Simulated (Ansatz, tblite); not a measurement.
Adding an electron: the cluster Ge₄⁺. Charge 1, multiplicity 2. Geometry: r2SCAN-D4/def2-SVP. Ansatz, gas phase; energy differences of separate SCF runs; the reduced species is a singlet (the triplet lies 0.55 eV higher at PBE0-D4/def2-TZVP).

```xyz
4

Ge    0.296    0.726    1.188
Ge    1.639    0.683   -0.825
Ge   -1.639   -0.683    0.825
Ge   -0.295   -0.726   -1.188
```

The xTB rows come from tblite. The structure comes from a short search, and lower isomers may exist.

Problem. Estimate orbital energies and vertical electron affinities at: GFN1-xTB; GFN2-xTB; PBE-D4/def2-TZVP; r2SCAN-D4/def2-TZVP; PBE0-D4/def2-TZVP.

Solution. 
| level | −HOMO (eV) | −LUMO (eV) | vertical EA (eV) | HOMO–LUMO gap (eV) |
| --- | --- | --- | --- | --- |
| GFN1-xTB | – | – | 11.44 | – |
| GFN2-xTB | – | – | 11.04 | – |
| PBE-D4/def2-TZVP | 10.35 | 9.64 | 7.17 | 0.71 |
| r2SCAN-D4/def2-TZVP | 10.75 | 9.58 | 7.28 | 1.17 |
| PBE0-D4/def2-TZVP | 11.35 | 9.01 | 7.30 | 2.33 |

  HOMO and LUMO are the levels of the spin that leaves or enters (xTB has no such levels and no spin-polarisation term). Other spin states of the ions may lie lower, which would lower the ionisation energy or raise the affinity. Raw xTB energy differences between charge states are shifted by several eV; the methods need an empirical correction for them.
